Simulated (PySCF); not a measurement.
C2H3O2 (SMILES [CH2-]C(=O)O), charge -1, singlet, at a GFN2-xTB geometry, with bond 4-3 at 2.0 times its length; TPSS/6-31G** (PySCF).

The PySCF input:
```python
from pyscf import gto, scf, dft

mol = gto.Mole()
mol.atom = '''
    C     0.11500632    0.05201120   -0.05302050
    O     0.26258741    1.21666153   -0.49561643
    O    -1.20825450   -0.24327257    0.45360888
    H    -2.16409098    1.41162793    0.18221886
    C     0.98094306   -0.97998349    0.03343690
    H     0.68003939   -1.92741954    0.44895840
    H     1.99577385   -0.87603609   -0.31331037
'''
mol.basis = '6-31g**'
mol.charge = -1
mol.verbose = 4
mol.build()

mf = dft.RKS(mol)
mf.xc = 'tpss'
mf.diis_space = 20
mf.kernel()
```

What the program printed (banner, timings and long lists left out):

```
PySCF version 2.14.0

[INPUT] verbose = 4
[INPUT] num. atoms = 7
[INPUT] num. electrons = 32
[INPUT] charge = -1
[INPUT] spin (= nelec alpha-beta = 2S) = 0
[INPUT] symmetry False subgroup None
[INPUT] Mole.unit = angstrom
[INPUT] Symbol           X                Y                Z      unit          X                Y                Z       unit  Magmom
[...]
nuclear repulsion = 109.341357669667
number of shells = 33
number of NR pGTOs = 129
number of NR cGTOs = 71
basis = 6-31g**
ecp = {}

******** <class 'pyscf.dft.rks.RKS'> ********
method = RKS
initial guess = minao
damping factor = 0
level_shift factor = 0
DIIS = <class 'pyscf.scf.diis.CDIIS'>
diis_start_cycle = 1
diis_space = 20
diis_damp = 0
SCF conv_tol = 1e-09
SCF conv_tol_grad = None
SCF max_cycles = 50
direct_scf = True
direct_scf_tol = 1e-13
XC library pyscf.dft.libxc version 7.1.2
    S. Lehtola, C. Steigemann, M. J. T. Oliveira, and M. A. L. Marques,  SoftwareX 7, 1–5 (2018)
XC functionals = tpss
    J. Tao, J. P. Perdew, V. N. Staroverov, and G. E. Scuseria,  Phys. Rev. Lett. 91, 146401 (2003)
    J. P. Perdew, J. Tao, V. N. Staroverov, and G. E. Scuseria,  J. Chem. Phys. 120, 6898 (2004)
    J. Tao, J. P. Perdew, V. N. Staroverov, and G. E. Scuseria,  Phys. Rev. Lett. 91, 146401 (2003)
    J. P. Perdew, J. Tao, V. N. Staroverov, and G. E. Scuseria,  J. Chem. Phys. 120, 6898 (2004)
radial grids:
    Treutler-Ahlrichs [JCP 102, 346 (1995); DOI:10.1063/1.469408] (M4) radial grids

becke partition: Becke, JCP 88, 2547 (1988); DOI:10.1063/1.454033
pruning grids: <function nwchem_prune>
grids dens level: 3
symmetrized grids: False
atomic radii adjust function: <function treutler_atomic_radii_adjust>
small_rho_cutoff = 0
Set gradient conv threshold to 3.16228e-05
Initial guess from minao.
tot grids = 85824
init E= -228.5682229806
[...]
cycle= 1 E= -227.869656989284  delta_E= 0.699  |g|= 1.27  |ddm|= 2.65
[...]
cycle= 2 E= -226.586674507372  delta_E= 1.28  |g|= 2.55  |ddm|= 4.71
[...]
cycle= 3 E= -227.657456841641  delta_E= -1.07  |g|= 1.11  |ddm|=    4
[...]
cycle= 4 E= -228.23591455135  delta_E= -0.578  |g|= 0.542  |ddm|= 2.35
[...]
cycle= 5 E= -227.914758545467  delta_E= 0.321  |g|= 1.27  |ddm|= 1.83
[...]
cycle= 6 E= -228.306990565866  delta_E= -0.392  |g|= 0.291  |ddm|= 1.73
[...]
cycle= 7 E= -227.713142097669  delta_E= 0.594  |g|= 1.05  |ddm|= 2.27
[...]
cycle= 8 E= -227.754185487452  delta_E= -0.041  |g|= 0.988  |ddm|= 0.094
[...]
[...]
[...]
cycle= 22 E= -228.302732521362  delta_E= -0.538  |g|= 0.255  |ddm|= 2.27
[...]
cycle= 23 E= -227.744614084625  delta_E= 0.558  |g|= 0.997  |ddm|= 2.26
[...]
cycle= 24 E= -227.738555536914  delta_E= 0.00606  |g|= 1.01  |ddm|= 0.0178
[...]
cycle= 25 E= -227.788968473008  delta_E= -0.0504  |g|= 0.924  |ddm|= 0.146
[...]
cycle= 26 E= -227.786625663328  delta_E= 0.00234  |g|= 0.935  |ddm|= 0.109
[...]
cycle= 27 E= -228.257257091777  delta_E= -0.471  |g|= 0.538  |ddm|= 2.29
[...]
cycle= 28 E= -227.807508528286  delta_E= 0.45  |g|= 0.899  |ddm|= 2.29
[...]
cycle= 29 E= -227.803688365814  delta_E= 0.00382  |g|= 0.905  |ddm|= 0.0114
[...]
cycle= 30 E= -227.818140132816  delta_E= -0.0145  |g|= 0.882  |ddm|= 0.0413

WARN: HOMO 0.0579858576645982 == LUMO 0.0588658323246175

cycle= 31 E= -228.323884855464  delta_E= -0.506  |g|= 0.168  |ddm|=  2.3
[...]
cycle= 32 E= -227.763173265444  delta_E= 0.561  |g|= 0.971  |ddm|= 2.29
[...]
cycle= 33 E= -227.763101505172  delta_E= 7.18e-05  |g|= 0.971  |ddm|= 0.000676
[...]
cycle= 34 E= -227.764036761635  delta_E= -0.000935  |g|= 0.97  |ddm|= 0.00394
[...]
cycle= 35 E= -227.765341371562  delta_E= -0.0013  |g|= 0.968  |ddm|= 0.0038
[...]
cycle= 36 E= -227.765630913871  delta_E= -0.00029  |g|= 0.967  |ddm|= 0.00217
[...]
cycle= 37 E= -227.764713837235  delta_E= 0.000917  |g|= 0.969  |ddm|= 0.00392
[...]
cycle= 38 E= -227.767460386919  delta_E= -0.00275  |g|= 0.965  |ddm|= 0.00804
[...]
cycle= 39 E= -227.763563846893  delta_E= 0.0039  |g|= 0.971  |ddm|= 0.0129
[...]
cycle= 40 E= -227.762525394048  delta_E= 0.00104  |g|= 0.972  |ddm|= 0.00442
[...]
cycle= 41 E= -227.762804713491  delta_E= -0.000279  |g|= 0.972  |ddm|= 0.00233
[...]
cycle= 42 E= -227.76338071056  delta_E= -0.000576  |g|= 0.971  |ddm|= 0.00378
[...]
cycle= 43 E= -227.773331717144  delta_E= -0.00995  |g|= 0.953  |ddm|= 0.0386
[...]
cycle= 44 E= -227.770897219897  delta_E= 0.00243  |g|= 0.956  |ddm|= 0.00689
[...]
cycle= 45 E= -227.770588559952  delta_E= 0.000309  |g|= 0.957  |ddm|= 0.00248
[...]
cycle= 46 E= -227.767018337973  delta_E= 0.00357  |g|= 0.963  |ddm|= 0.0189
[...]
cycle= 47 E= -227.764139915943  delta_E= 0.00288  |g|= 0.968  |ddm|= 0.00879
[...]
cycle= 48 E= -227.783740692008  delta_E= -0.0196  |g|= 0.952  |ddm|= 0.126
[...]
cycle= 49 E= -227.786736911608  delta_E= -0.003  |g|= 0.948  |ddm|= 0.0199
[...]
cycle= 50 E= -228.311004407739  delta_E= -0.524  |g|= 0.215  |ddm|= 2.27
SCF not converged.
SCF energy = -228.311004407739
```

The run did not converge; its last values are not results.
